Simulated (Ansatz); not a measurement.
`CB(S)CCl` → `[CH2]B(C)S`• + Cl•  (homolysis of the C–Cl bond)

Calculated with Ansatz (gas phase, PBE0-D4/def2-TZVP geometries, no zero-point term in ΔE). CBS: MP2 limit from def2 TZ/QZ plus the TZ coupled-cluster correction, frozen cores. This one scheme is used for every species, atoms too. Functionals use def2-TZVPP. B3LYP here is the variant with VWN-RPA as its local correlation; programs differ in this. No spin–orbit coupling; open shells (•) take unrestricted orbitals. Spin–orbit coupling would lower the free atoms: a little for Cl. Each species was taken in one conformer, which may not be the lowest.

(1) What is ΔE at CCSD(T)/CBS? (Best estimate.)

(2) What do these levels give: PBE-D4, r2SCAN-D4, B3LYP-D4, ωB97X-V, ωB97M-V, PBE, r2SCAN, PBE0, CCSD/def2-TZVPP, HF/def2-QZVPP, SCS-MP2/def2-QZVPP, CCSD/CBS(def2)? (An estimate is asked.)

Largest T1 diagnostic among the species: 0.015.

Answers

(1) Ansatz gave: +339.5 kJ/mol.

(2) Ansatz gave: PBE-D4 345.5, r2SCAN-D4 323.0, B3LYP-D4 316.6, ωB97X-V 338.0, ωB97M-V 339.3, PBE 338.1, r2SCAN 321.2, PBE0 328.7, CCSD/def2-TZVPP 307.6, HF/def2-QZVPP 185.0, SCS-MP2/def2-QZVPP 344.2, CCSD/CBS(def2) 324.0 kJ/mol.

In def2-TZVPP, CCSD(T) changes the Hartree–Fock value by +137.9 kJ/mol (the triples alone add +15.5 kJ/mol) and MP2 by +165.7 kJ/mol; breaking electron pairs costs correlation energy, which Hartree–Fock lacks. From PBE to PBE0 (25 % exact exchange), in def2-TZVPP and without D4, ΔE moves by −9.4 kJ/mol: exact exchange takes away binding that semilocal exchange gives to molecules.
